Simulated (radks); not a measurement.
The numbers below are computed, except where a source is named.
Spherical quantum dot in the effective-mass picture: electrons in a parabolic well V = omega^2 r^2 / 2 with omega = 0.264, with a point charge +1 (a donor) at the centre, all in effective atomic units (hartree* = m*/eps^2 hartree, bohr* = eps/m* bohr), one dielectric constant everywhere. Level of theory: non-relativistic Kohn-Sham, r2SCAN, spin-polarised, spherical densities, generalised Kohn-Sham scheme (a radial shooting solver with Libxc functionals). Levels are named by radial order and angular momentum (1s, 1p, 1d, 2s, ...), and open shells are averaged over m.

N = 24, configuration 1s2 1p6 1d10 2s2 1f(up 4, down 0). This is the lowest configuration that the search found. Occupied and some empty levels:

| level | occupation | eigenvalue (hartree*) | <r> (bohr*) |
|---|---|---|---|
| 1s down | 1 | 4.6228 | 2.530 |
| 1s up | 1 | 4.6279 | 2.635 |
| 1p up | 3 | 4.7669 | 5.065 |
| 1p down | 3 | 4.7808 | 4.844 |
| 2s up | 1 | 4.7918 | 4.538 |
| 2s down | 1 | 4.8123 | 4.484 |
| 1d up | 5 | 4.8619 | 5.596 |
| 1d down | 5 | 4.8867 | 5.471 |
| 1f up | 4 | 4.9742 | 5.974 |
| 1f down | 0 | 5.0066 | 5.912 |
| 2p up | 0 | 5.0383 | 4.802 |
| 2p down | 0 | 5.0508 | 4.926 |
| 1g up | 0 | 5.1033 | 6.287 |
| 1g down | 0 | 5.1411 | 6.259 |
| 2d up | 0 | 5.1962 | 5.428 |
| 2d down | 0 | 5.2115 | 5.422 |

Energy (hartree*): total 67.8445, kinetic 4.8588, external 18.231, Hartree 50.096, exchange-correlation -5.3415.

Electron density:

| r (bohr*) | n(r) (e/bohr*^3) |
|---|---|
| 0.487 | 0.1892 |
| 1.03 | 0.07157 |
| 1.57 | 0.03098 |
| 2.12 | 0.01706 |
| 2.66 | 0.01374 |
| 3.20 | 0.01479 |
| 3.74 | 0.01705 |
| 4.29 | 0.01888 |
| 4.83 | 0.01925 |
| 5.37 | 0.01763 |
| 5.91 | 0.01419 |
| 6.46 | 0.009813 |
| 7.00 | 0.005735 |
| 7.54 | 0.002788 |
| 8.08 | 0.001111 |
| 8.63 | 0.0003634 |
| 9.17 | 0.00009793 |
| 9.71 | 0.00002181 |
| 10.2 | 4.088e-06 |
| 10.8 | 6.093e-07 |
